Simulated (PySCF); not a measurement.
BBr3.
SMILES with atom numbers: `[Br:1][B:2]([Br:3])[Br:4]`

Level of theory: MP2 and CCSD/aug-cc-pVDZ in PySCF, restricted Hartree–Fock reference, 28 core orbitals frozen, non-relativistic, gas phase, PBE0-D3(BJ)/def2-SVP geometry.

E(HF) = -7741.95620 Eh.

(1) How large is the problem?

(2) What are the MP2 and CCSD correlation energies?

(3) What is the T1 diagnostic?

## Answers

(1) 131 basis functions and 110 electrons; 28 orbitals frozen, which leaves o = 27 correlated occupied and v = 76 virtual orbitals. That is o·v = 2052 singles and o·v(o·v + 1)/2 = 2106378 distinct closed-shell doubles amplitudes before symmetry; the costliest CCSD step grows as o²v⁴ = 2.4 × 10^10.

(2) MP2 -0.5037 Eh and CCSD -0.5274 Eh, which gives totals of -7742.45987 and -7742.48358 Eh. That is 0.266 eV for each correlated electron at CCSD (1385 kJ/mol in all, 0.007 % of the total energy); MP2 gives 95.5 % of the CCSD value.

(3) 0.0096, below the customary warning level of 0.02. It is the norm of the spatial-orbital singles amplitudes over the root of the number of correlated electrons, so the norm is 0.071.

Connected triples and the basis-set limit are missing.
